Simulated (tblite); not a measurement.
C7H7FN (doublet state).
Numbering: `[CH3:1][c:2]1[cH:3][c:4][c:5]([NH2:6])[cH:7][c:8]1[F:9]` (hydrogens: H10, H11, H12 on C1; H13 on C3; H14, H15 on N6; H16 on C7)

The geometry is computed with GFN2-xTB (gas phase). This method treats the open shell by occupation alone, without spin polarisation.

(1) List the bond lengths and angles at this level.

## Answers

(1) 
| bond | length (Å) |
| --- | --- |
| C1–C2 | 1.497 |
| C2–C3 | 1.404 |
| C3–C4 | 1.354 |
| C4–C5 | 1.380 |
| C5–N6 | 1.376 |
| C5–C7 | 1.400 |
| C7–C8 | 1.383 |
| C8–F9 | 1.358 |
| C2–C8 | 1.387 |
| C1–H10, C1–H11, C1–H12 | 1.089 |
| C3–H13 | 1.080 |
| N6–H14, N6–H15 | 1.007 |
| C7–H16 | 1.080 |

Bonds in one row agree within 0.01 Å and their mean is given. A selection of angles:
| angle | degrees |
| --- | --- |
| C2–C1–H10 | 110.4 |
| C2–C1–H12 | 110.6 |
| H10–C1–H11 | 108.6 |
| H11–C1–H12 | 108.1 |
| C1–C2–C3 | 121.2 |
| C1–C2–C8 | 122.9 |
| C3–C2–C8 | 115.9 |
| C2–C3–C4 | 119.3 |
| C2–C3–H13 | 119.1 |
| C4–C3–H13 | 121.6 |
| C3–C4–C5 | 126.0 |
| C4–C5–N6 | 123.1 |
| C4–C5–C7 | 115.1 |
| N6–C5–C7 | 121.7 |
| C5–N6–H14 | 116.0 |
| C5–N6–H15 | 116.5 |
| H14–N6–H15 | 115.0 |
| C5–C7–C8 | 119.8 |
| C5–C7–H16 | 120.5 |
| C8–C7–H16 | 119.7 |
| C7–C8–F9 | 117.2 |
| C2–C8–C7 | 123.9 |
| C2–C8–F9 | 118.9 |

C8 (carbon bonded to 2 C and F) is planar (angles 123.9°, 118.9° and 117.2°, sum 360.0°, 0.00 Å off the plane of its three neighbours). C5 (carbon bonded to 2 C and N) is planar (angles 123.1°, 121.7° and 115.1°, sum 359.9°, 0.02 Å off the plane of its three neighbours). C3 (carbon bonded to 2 C and H) is planar (angles 121.6°, 119.3° and 119.1°, sum 360.0°, 0.00 Å off the plane of its three neighbours). N6 (nitrogen bonded to C and 2 H) is pyramidal (angles 116.5°, 116.0° and 115.0°, sum 347.6°, 0.23 Å off the plane of its three neighbours). C2 (carbon bonded to 3 C) is planar (angles 122.9°, 121.2° and 115.9°, sum 360.0°, 0.00 Å off the plane of its three neighbours). The 6-membered ring C2–C3–C4–C5–C7–C8 has internal angles of 115.1° to 126.0°; it is planar, 0.00 Å rms from its mean plane, widest ring torsion 0°. Of the pairs four or more bonds apart, F9···H10 is among the closest relative to their van der Waals radii: 2.40 Å, 90 % of the sum of Bondi's values.

Point group: near Cs, missed by 0.32 Å at most; the miss may be what the optimiser left on a soft mode. Its GFN2-xTB frequencies are all real (lowest 27 cm⁻¹).
